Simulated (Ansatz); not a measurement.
`C[O][W]([OH])([OH])([F])([Cl])[O]C` + H₂O → `C[O][W]([OH])([OH])([OH])([F])[O]C` + HCl  (formal hydrolysis of a W–Cl bond)

Calculated with Ansatz (gas phase, PBE0-D4/def2-TZVP geometries, no zero-point term in ΔE). CCSD(T)/CBS is the MP2 limit (def2-TZVPP, def2-QZVPP) plus CCSD(T) − MP2 in def2-TZVPP, frozen cores. This one scheme is used for every species. DFT in def2-TZVPP. Elements past krypton have def2 core potentials. For W outer-core shells are correlated without core-valence functions, which leaves a few kJ/mol of doubt a bond. Each species was taken in one conformer, which may not be the lowest.

`C[O][W]([OH])([OH])([F])([Cl])[O]C`:

Cartesian coordinates in Å:
```
C -2.106 -1.515 1.256
O -1.344 -0.631 0.492
W 0.337 0.081 0.290
O 0.901 -1.724 0.095
O 2.162 0.578 0.442
F -0.263 1.871 0.467
Cl 0.427 0.077 2.674
O 0.349 0.458 -1.520
C 0.479 1.603 -2.317
H -1.729 -2.531 1.111
H -2.022 -1.243 2.313
H -3.147 -1.453 0.935
H 1.839 -1.914 0.023
H 2.573 0.656 1.306
H 0.024 1.407 -3.289
H -0.018 2.448 -1.831
H 1.540 1.832 -2.448
```

H₂O:

Z-matrix (Å, degrees):
```
O
H 1 0.960
H 1 0.960 2 105.1
```

`C[O][W]([OH])([OH])([OH])([F])[O]C`:

```xyz
18

C    -0.684    0.783    2.658
O     0.059    0.346    1.562
W    -0.262   -0.135   -0.201
O    -0.871   -0.378   -2.009
O    -1.231    1.514   -0.227
O    -1.759   -1.204    0.330
F     0.626   -1.841   -0.094
O     1.358    0.414   -0.903
C     2.400   -0.144   -1.647
H    -1.473    0.057    2.881
H    -0.025    0.891    3.521
H    -1.145    1.747    2.421
H    -1.729   -0.790   -2.133
H    -1.655    1.749   -1.056
H    -1.613   -2.148    0.424
H     2.612   -1.153   -1.283
H     3.287    0.484   -1.543
H     2.107   -0.194   -2.700
```

HCl:

```xyz
2

Cl    0.327    0.101    0.540
H    -0.327   -0.101   -0.540
```

| level | ΔE (kJ/mol) |
| --- | --- |
| PBE-D4 | 24.1 |
| BHLYP-D4 | 21.9 |
| CAM-B3LYP-D4 | 14.8 |
| ωB97M-V | 19.7 |
| revPBE | 21.5 |
| MP2/def2-TZVPP | 30.9 |
| HF/CBS(def2) | 15.6 |
| CCSD/CBS(def2) | 22.0 |

Q: What does CCSD(T)/CBS give? (Estimate.)

A: Ansatz gave: +25.6 kJ/mol. The listed levels differ from it by -1.5, -3.7, -10.8, -5.9, -4.1, 5.3, -10.0, -3.6 kJ/mol.

Largest T1 diagnostic among the species: 0.021, so the coupled-cluster value is less sure than usual.

The D4 term adds +4.9 kJ/mol with B3LYP and +2.6 kJ/mol with PBE0; it sums over pairs of atoms, weighted by their polarisabilities, and B3LYP, whose exchange is more repulsive, gets the larger term. At CCSD(T), def2-SVP lies −19.6 kJ/mol from the extrapolated value and def2-TZVPP −6.8 kJ/mol.

CCSD(T)/CBS has its own doubt, a few kJ/mol and more with outer-core shells, so smaller differences from it don't rank the levels.

B3LYP here is the variant with VWN-RPA as its local correlation; programs differ in this.
